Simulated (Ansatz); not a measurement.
CH5NSSn, SMILES `N=C[S][SnH3]`. The species carries charge 0 and has multiplicity 1. Sn takes the def2 core potential. Geometry: relaxed with PBE0-D4/def2-TZVP. It is one conformer, not always the lowest.

```xyz
9

N    -1.894   -1.907   -0.378
C    -1.086   -0.947   -0.295
S     0.377   -0.922    0.708
Sn    1.245    1.283    0.239
H    -1.625   -2.699    0.206
H    -1.274   -0.044   -0.878
H     2.813    1.110   -0.401
H     1.278    2.166    1.693
H     0.166    1.960   -0.892
```

(1) What is the dipole moment at PBE/def2-TZVPP? (Estimate.)

(2) And with r2SCAN, B3LYP, ωB97M-V? (Best estimate.)

(3) Give the Mulliken charges with PBE, B3LYP, r2SCAN in def2-TZVPP. (An estimate is asked.)

## Answers

(1) The calculation gave: 2.59 D, with components (1.79, 1.84, 0.35) D in this frame, pointing from negative to positive charge.

(2) Computed: r2SCAN 2.71 D, B3LYP 2.79 D, ωB97M-V 2.88 D.

(3) The calculation gave: 
| atom | PBE | B3LYP | r2SCAN |
| --- | --- | --- | --- |
| N1 | -0.21 | -0.24 | -0.30 |
| C2 | -0.02 | -0.01 | 0.08 |
| S3 | -0.27 | -0.29 | -0.30 |
| Sn4 | 0.56 | 0.62 | 0.60 |
| H5 | 0.15 | 0.14 | 0.15 |
| H6 | 0.09 | 0.10 | 0.08 |
| H7 | -0.10 | -0.11 | -0.10 |
| H8 | -0.10 | -0.11 | -0.10 |
| H9 | -0.10 | -0.11 | -0.10 |

B3LYP here is the variant with VWN-RPA as its local correlation; programs differ in this.
